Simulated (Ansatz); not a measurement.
Reaction: H2SiO (SMILES O=[SiH2]) + H+ → H3SiO+ (SMILES [OH+]=[SiH2])
Each species at its own B3LYP-D3(BJ)/def2-TZVP minimum (Ansatz, a first-principles code).

Total energies in hartree (Ansatz). Radicals and triplets start from unrestricted determinants; spin-orbit coupling is neglected. Correlated methods leave the cores frozen. No relativity. The T1 diagnostic of H2OSi (O=[SiH2], singlet) reaches 0.025 in the sets run.

```tsv
species	HF/cc-pV(T+d)Z	CCSD(T)/cc-pV(T+d)Z	HF/cc-pV(Q+d)Z	CCSD(T)/cc-pV(Q+d)Z	CCSDT(Q)/cc-pV(T+d)Z
1: H2SiO (oxosilane, SMILES O=[SiH2])	-364.98686	-365.37464	-364.99721	-365.41049	-365.37630
2: H3SiO+ (SMILES [OH+]=[SiH2])	-365.33653	-365.70714	-365.34659	-365.74169	-365.70815
```

**Question.** Work out the proton affinity (electronic), positive where energy is released in kJ/mol: take Hartree-Fock from cc-pV(Q+d)Z, extrapolate the CCSD(T) correlation energy as X^-3 (X = 3, 4), and add CCSDT(Q) - CCSD(T) in cc-pV(T+d)Z. 1 hartree = 2625.5 kJ/mol.

**Answer.** 
Species 1: correlation (64·(-0.41328) - 27·(-0.38778))/37 = -0.43189; step -0.00166; E1 = -364.99721 + (-0.43189) + (-0.00166) = -365.43076
H+ has no electrons: E = 0
Species 2: correlation (64·(-0.39510) - 27·(-0.37061))/37 = -0.41297; step -0.00101; E2 = -365.34659 + (-0.41297) + (-0.00101) = -365.76057
+1·E1 -1·E2 = 0.32981 hartree = 865.9 kJ/mol.
